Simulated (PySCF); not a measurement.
Cartesian coordinates in Å; atom numbers follow the order of the lines, from 1:
```xyz
19

C     1.5000   -1.9242    0.4866
C     1.3009   -0.6083    0.3953
C     0.6260    0.0830   -0.7538
C    -0.5231    0.9391   -0.3351
C    -0.7372    2.2897   -0.4685
N    -1.9438    2.6503    0.0671
C    -2.4587    1.5430    0.5227
N    -1.6491    0.4481    0.3149
Si   -2.0287   -1.2062    0.8556
H     1.1760   -2.6061   -0.3066
H     1.9975   -2.3676    1.3527
H     1.6320    0.0460    1.2110
H     1.3488    0.7449   -1.2589
H     0.3116   -0.6639   -1.5043
H    -0.0727    3.0168   -0.9357
H    -3.4284    1.4500    1.0146
H    -3.5023   -1.1943    1.0732
H    -1.3316   -1.5446    2.1250
H    -1.6630   -2.1671   -0.2189
```

Single conformer, no relativistic terms, fast rotation and ring inversion assumed for equivalent nuclei, gas phase. Shieldings: GIAO KT3/pcSseg-1; geometry: PBE0-D3(BJ)/def2-SVP; PySCF 2.14.

δ = σ(ref) − σ, references computed at the same level: TMS for ¹³C (σ = 182.31 ppm), ¹H (σ = 31.32 ppm), ²⁹Si (σ = 365.51 ppm); NH3 for ¹⁵N (σ = 262.01 ppm).

| atoms | nucleus | count | δ (ppm) |
| --- | --- | --- | --- |
| C4 | ¹³C | 1 | 125.4 |
| N6 | ¹⁵N | 1 | ? |
| H16 | ¹H | 1 | 7.10 |
| H10 | ¹H | 1 | 5.38 |
| N8 | ¹⁵N | 1 | ? |
| C7 | ¹³C | 1 | 133.5 |
| H11 | ¹H | 1 | 5.23 |
| H13/H14 | ¹H | 2 | ? |
| C5 | ¹³C | 1 | ? |
| Si9 | ²⁹Si | 1 | -54.9 |
| H17/H18/H19 | ¹H | 3 | 4.84 |
| C1 | ¹³C | 1 | 114.3 |
| C2 | ¹³C | 1 | ? |
| H15 | ¹H | 1 | 6.85 |
| C3 | ¹³C | 1 | 35.5 |
| H12 | ¹H | 1 | 5.74 |

Complete the table.

Answers


- C2: 135.7 ppm, alkene CH; an sp2 carbon of a C=C bond
- C5: 125.0 ppm, aromatic CH next to a ring nitrogen
- H13/H14: 3.51 ppm, hydrogen on an sp3 CH2 on an aromatic ring
- N6: 288.0 ppm, pyridine-type nitrogen of an azole
- N8: 170.5 ppm, pyrrole-type ring nitrogen

Shifts are as computed, not scaled to solution data. Of 1309 compounds with measured shifts, 239 miss one by over three times the rms of a fit or turn the order of signals round; such compounds aren't used in these exercises. Experimental scales use liquid or dissolved standards, which lie at an offset from isolated NH3 (liquid NH3: subtract about 20 ppm). Unscaled 15N shifts of sp2 nitrogen come out 20 to 40 ppm too high even then.
